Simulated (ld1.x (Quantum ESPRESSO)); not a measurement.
# lutetium, ultrasoft: configuration errors across variants

```
Element                 : Lu (Z = 71)
Generator               : ld1.x (Quantum ESPRESSO) 7.5
Type                    : ultrasoft
Functional              : LDA (PZ)
Relativity              : scalar-relativistic
Frozen core             : [Kr] 4d10
Valence charge          : 25
Reference configuration : 4f14 5s2 5p6 5d0 6s0 6p0 (charge +3)
Partial waves           : 5s (bound): rcut 1.60, rcutus 2.10 bohr; 6s (bound, empty): rcut 1.60, rcutus 2.10 bohr; 5p (bound): rcut 1.75, rcutus 1.90 bohr; 6p (bound, empty): rcut 1.75, rcutus 1.90 bohr; 5d (bound, empty): rcut 2.15, rcutus 2.60 bohr; 5d channel at 1.95 Ry: rcut 2.15, rcutus 2.60 bohr; 4f (bound): rcut 0.70, rcutus 0.90 bohr; 4f channel at -1.95 Ry: rcut 0.70, rcutus 0.90 bohr
Local potential         : all-electron potential smoothed inside 0.75 bohr (lloc = -1)
Core correction         : none
Augmentation charge     : PSQ, inside the norm-conserving radii
```

All-electron excitation energies from the reference (eV): (1) 4f14 5s2 5p6 5d1 6s2 6p0 -41.365; (2) 4f14 5s2 5p6 5d1 6s1 6p0 -33.784; (3) 4f14 5s2 5p6 5d1 6s0 6p0 -20.212; (4) 4f13 5s2 5p6 5d2 6s2 6p0 -30.428; (5) 4f14 5s2 5p6 5d1.5 6s1.5 6p0 -39.890; (6) 4f14 5s2 5p6 5d1 6s0 6p2 -34.092.

The overlap operator is not positive definite (basis up to 400 Ry) in “base”, “waves 5p (bound): rcut 1.22, rcutus 1.30 bohr; 6p (bound): rcut 1.22, rcutus 1.30 bohr”, “waves 5p (bound): rcut 1.36, rcutus 1.44 bohr; 6p (bound): rcut 1.36, rcutus 1.44 bohr”, “waves 5p (bound): rcut 1.66, rcutus 1.76 bohr; 6p (bound): rcut 1.66, rcutus 1.76 bohr”, “waves 5p (bound): rcut 1.75, rcutus 1.98 bohr; 6p (bound): rcut 1.75, rcutus 1.98 bohr”, “waves 5p (bound): rcut 1.75, rcutus 2.10 bohr; 6p (bound): rcut 1.75, rcutus 2.10 bohr”, “waves 5p (bound): rcut 1.75, rcutus 2.38 bohr; 6p (bound): rcut 1.75, rcutus 2.38 bohr”, “waves 5p (bound): rcut 1.75, rcutus 2.62 bohr; 6p (bound): rcut 1.75, rcutus 2.62 bohr”. Such files are unfit for use, however small their errors in these radial tests.

A true bound ghost makes a file unfit for plane-wave use even where its test errors are small: the radial tests pick states by their node count and pass the ghost by.

Errors AE − PS in meV (a dash: test not solved or not reliable):

| change | (1) | (2) | (3) | (4) | (5) | (6) | bound ghosts |
| --- | --- | --- | --- | --- | --- | --- | --- |
| base | -20 | -30 | -45 | +1365 | -32 | -25 | not determined (overlap not positive) |
| waves 5p (bound): rcut 1.22, rcutus 1.30 bohr; 6p (bound): rcut 1.22, rcutus 1.30 bohr | -8.7 | -16 | -31 | +976 | -15 | -14 | p (s not tested, overlap not positive) |
| waves 5p (bound): rcut 1.36, rcutus 1.44 bohr; 6p (bound): rcut 1.36, rcutus 1.44 bohr | -8.0 | -16 | -31 | +964 | -15 | -13 | p (s not tested, overlap not positive) |
| waves 5p (bound): rcut 1.66, rcutus 1.76 bohr; 6p (bound): rcut 1.66, rcutus 1.76 bohr | -9.1 | -17 | -34 | +768 | -17 | -14 | p (s not tested, overlap not positive) |
| waves 5p (bound): rcut 1.75, rcutus 1.98 bohr; 6p (bound): rcut 1.75, rcutus 1.98 bohr | -12 | -20 | -34 | +964 | -20 | -27 | not determined (overlap not positive) |
| waves 5p (bound): rcut 1.75, rcutus 2.10 bohr; 6p (bound): rcut 1.75, rcutus 2.10 bohr | -18 | -26 | -40 | +928 | -29 | -46 | not determined (overlap not positive) |
| waves 5p (bound): rcut 1.75, rcutus 2.38 bohr; 6p (bound): rcut 1.75, rcutus 2.38 bohr | -39 | -46 | -56 | +1002 | -56 | -182 | not determined (overlap not positive) |
| waves 5p (bound): rcut 1.75, rcutus 2.62 bohr; 6p (bound): rcut 1.75, rcutus 2.62 bohr | -8.8 | -16 | -32 | +986 | -16 | – | p (s not tested, overlap not positive) |

Question: Give the same row for: waves 5p (bound): rcut 1.75, rcutus 2.80 bohr; 6p (bound): rcut 1.75, rcutus 2.80 bohr.

Answer: -8.5, -16, -32, –, –, –; bound ghosts: p (s not tested, overlap not positive). Its overlap operator is not positive definite in a basis up to 400 Ry (lowest eigenvalue s -0.15), so the file is unfit for use: the generalised eigenproblem breaks down once the basis is large enough, and its test numbers describe a broken file.
